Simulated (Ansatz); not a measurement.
C2H7BSi (`B/C=C/[SiH3]`), relaxed with RKS PBE-D4/def2-SVP in Ansatz 0.2.0 from a rough embedded geometry. The force threshold is 0.03 eV/Å; the program also tests the step.

Total charge 0; spin multiplicity 1.

Start:

```xyz
11

B    -1.552    1.363   -0.892
C    -0.676    0.170   -0.555
C     0.336    0.295    0.315
Si    1.290   -1.211    0.835
H    -2.420    1.298   -1.715
H    -1.366    2.476   -0.461
H    -0.919   -0.793   -1.007
H     0.511    1.225    0.837
H     2.328   -0.833    1.745
H     0.466   -2.260    1.341
H     2.002   -1.730   -0.444
```

Task: How much energy does the relaxation release, and in how many steps? (An estimate is asked.)

Result: Computed: 33.46 kJ/mol, in 25 steps, 3 of them rejected.

Task: Which bonds change most? (An estimate is asked.)

Result: The calculation gave: Si4–H10 from 1.427 to 1.503 Å; Si4–H9 from 1.431 to 1.506 Å; Si4–H11 from 1.553 to 1.506 Å; C3–Si4 from 1.857 to 1.887 Å.

Task: Give the relaxed structure. (An estimate is asked.)

Result: Ansatz gave: 
```xyz
11

B    -1.616    1.429   -0.893
C    -0.873    0.163   -0.399
C     0.384    0.231    0.133
Si    1.388   -1.234    0.770
H    -2.730    1.368   -1.379
H    -1.067    2.512   -0.786
H    -1.345   -0.836   -0.471
H     0.851    1.236    0.193
H     1.755   -1.016    2.214
H     0.586   -2.498    0.633
H     2.667   -1.355   -0.015
```
